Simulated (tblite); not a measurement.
Input of a run (GFN2-xTB geometry optimisation, gas phase (tblite 0.8.0)), started from a force field or distance geometry:
```
{"job": {"kind": "relax", "xc": "GFN2-xTB", "basis": "xTB"}, "charge": 0, "multiplicity": 2}
C      2.966100     0.322100    -0.147100
N      1.763100    -0.060600     0.385000
C      0.899500    -0.532600    -0.436500
C     -0.488200    -0.987200     0.016100
N     -0.538300    -1.067100     1.500300
C     -1.591600    -0.096400    -0.557300
C     -1.563900     1.350800    -0.067400
H      3.174200     0.263800    -1.204400
H      3.716100     0.714000     0.529700
H      1.077800    -0.606600    -1.522600
H     -0.628200    -2.008200    -0.376100
H     -0.232400    -0.158400     1.850000
H      0.213900    -1.682300     1.806200
H     -2.563100    -0.529200    -0.323200
H     -1.505400    -0.077500    -1.646800
H     -1.739400     1.409700     1.027400
H     -2.356100     1.923400    -0.553500
H     -0.612800     1.828700    -0.291500
```

Output (eV, eV/Å):
```
step      E/eV     max force
  0    -600.18045    2.894
  1    -600.32482    0.859
  2    -600.34204    0.251
  3    -600.35261    0.248
  4    -600.35936    0.242
  5    -600.36835    0.243
  6    -600.37251    0.155
  7    -600.37518    0.127
  8    -600.37746    0.162
  9    -600.37966    0.144
 10    -600.38131    0.113
 11    -600.38248    0.094
 12    -600.38351    0.106
 13    -600.38476    0.108
 14    -600.38601    0.084
 15    -600.38686    0.060
 16    -600.38740    0.051
 17    -600.38782    0.066
 18    -600.38820    0.057
 19    -600.38859    0.042
 20    -600.38905    0.052
 21    -600.38968    0.089
 22    -600.39058    0.102
 23    -600.39180    0.089
 24    -600.39334    0.112
 25    -600.39543    0.132
 26    -600.39866    0.219
 27    -600.40296    0.242
 28    -600.40668    0.200
 29    -600.41029    0.128
 30    -600.41328    0.117
 31    -600.41578    0.139
 32    -600.41779    0.120
 33    -600.41958    0.182
 34    -600.42219    0.156
 35    -600.42522    0.118
 36    -600.42926    0.137
 37    -600.43062    0.122
 38    -600.43390    0.081
 39    -600.43556    0.088
 40    -600.43708    0.071
 41    -600.43798    0.062
 42    -600.43892    0.068
 43    -600.43997    0.066
 44    -600.44103    0.072
 45    -600.44189    0.070
 46    -600.44261    0.066
 47    -600.44337    0.070
 48    -600.44424    0.070
 49    -600.44501    0.055
 50    -600.44556    0.057
 51    -600.44616    0.065
 52    -600.44689    0.066
 53    -600.44762    0.059
 54    -600.44811    0.051
 55    -600.44845    0.046
 56    -600.44882    0.047
 57    -600.44925    0.053
 58    -600.44963    0.044
 59    -600.44986    0.031
 60    -600.45001    0.030
 61    -600.45018    0.034
 62    -600.45039    0.038
 63    -600.45061    0.039
 64    -600.45082    0.029
 65    -600.45101    0.029
 66    -600.45118    0.031
 67    -600.45134    0.030
 68    -600.45149    0.028
 69    -600.45165    0.023
 70    -600.45178    0.023
 71    -600.45187    0.020
 72    -600.45193    0.020
 73    -600.45200    0.018
 74    -600.45209    0.021
 75    -600.45218    0.021
 76    -600.45226    0.019
 77    -600.45233    0.017
 78    -600.45239    0.021
 79    -600.45245    0.018
 80    -600.45250    0.010
 81    -600.45252    0.011
 82    -600.45254    0.009
```

Task: Summarise the run.

Result: The energy falls by 26.3 kJ/mol over 82 L-BFGS steps, the largest force on an atom goes from 2.89 to 0.009 eV/Å, and the atoms move by 0.210 Å rms after alignment. The bond that changes most is C1–N2 (ends: carbon bonded to N and 2 H; nitrogen bonded to 2 C), which shortens by 0.076 Å. Bonds longer at the end by more than 0.005 Å: 3 of 17; shorter: 7. Among the angles that change most is C1–N2–C3, from 116.5° to 129.8°. Among the dihedrals that turn most is H8–C1–N2–C3, from 2° to -18°. The energy never rose by more than 1e-5 eV on the way. The first step brought 53 % of the lowering.

Task: What are the final bond lengths?

Result: C1–N2 1.294 Å, N2=C3 1.295 Å, C3–C4 1.500 Å, C4–N5 1.452 Å, C4–C6 1.544 Å, C6–C7 1.524 Å, C1–H8 1.086 Å, C1–H9 1.076 Å, C3–H10 1.092 Å, C4–H11 1.101 Å, N5–H12 1.015 Å, N5–H13 1.015 Å, C6–H14 1.090 Å, C6–H15 1.092 Å, C7–H16 1.087 Å, C7–H17 1.088 Å, C7–H18 1.088 Å. Numbering counts from 1 in the input's order; the species is `CC[C@H](N)/C=N/[CH2]` [radical].

On one thread of an Arm Neoverse V2, no GPU, shared host, this took 0.36 s.

Its GFN2-xTB frequencies are all real (lowest 54 cm⁻¹).

One conformer stands for the species.

All values are computed, not measured.
